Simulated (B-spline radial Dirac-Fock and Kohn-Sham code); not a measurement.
## V³⁺: non-radiative channels of the K vacancy

System: V³⁺ in the configuration [Ar] 3d2, inside a Watson sphere of charge -3 and radius 2.7 Å (a model of the Madelung potential; inside it an electron's potential energy is raised by 16.0 eV).

The run's input, task.json:

```json
{"items": [{
  "Z": 23,
  "q": 3,
  "cfg": [[1, 0, 2], [2, 0, 2], [2, 1, 6], [3, 0, 2], [3, 1, 6], [3, 2, 2]],
  "A": 51,
  "rrms": 3.6002,
  "watson": [-3, 2.7],
  "do": ["binding", "quiet", "decay"],
  "holes": ["K", "L1", "L2", "L3", "M1", "M2", "M3"]
}]}
```

Run with: `python xray_run.py task.json out`

Model: a relativistic independent-particle model: LDA orbitals of the hole state, radiative multipoles to third order, Auger rates from the Coulomb interaction with a continuum orbital, Dirac-Fock energies. Program: a radial finite-basis atomic code. Kinetic energies are configuration averages from the vacuum level; the two-hole energies are estimated from single-hole states.

```csv
transition,kinetic energy (eV),width (meV),share (%)
K-L1L1,4114.3,44.8,6.3
K-L1L2,4227.2,51.7,7.2
K-L1L3,4234.4,96.3,13.5
K-L2L2,4321.7,9.59,1.3
K-L2L3,4333.0,235,32.9
K-L3L3,4339.1,132,18.5
K-L1M1,4707.2,12.2,1.7
K-L1M2,4739.5,6.77,0.9
K-L1M3,4740.4,12.6,1.8
K-L2M1,4814.3,6.09,0.9
K-L3M1,4821.2,11.3,1.6
K-L2M3,4848.1,26.8,3.8
K-L2M2,4848.2,2.39,0.3
K-L3M2,4854.0,26.7,3.7
K-L3M3,4855.5,30.5,4.3
K-M2M3,5338.0,3.09,0.4
```

For K holes below about Z = 40 intermediate coupling redistributes the KLL shares among these jj groups. The listed channels hold 99 % of the non-radiative rate. Summed by principal shells, of 0.714 eV in all: KLL 79.7 %, KLM 19.2 %, KMM 1.2 %.

Values without a named source are computed, but for edge energies of neutral atoms, which are taken from tables.
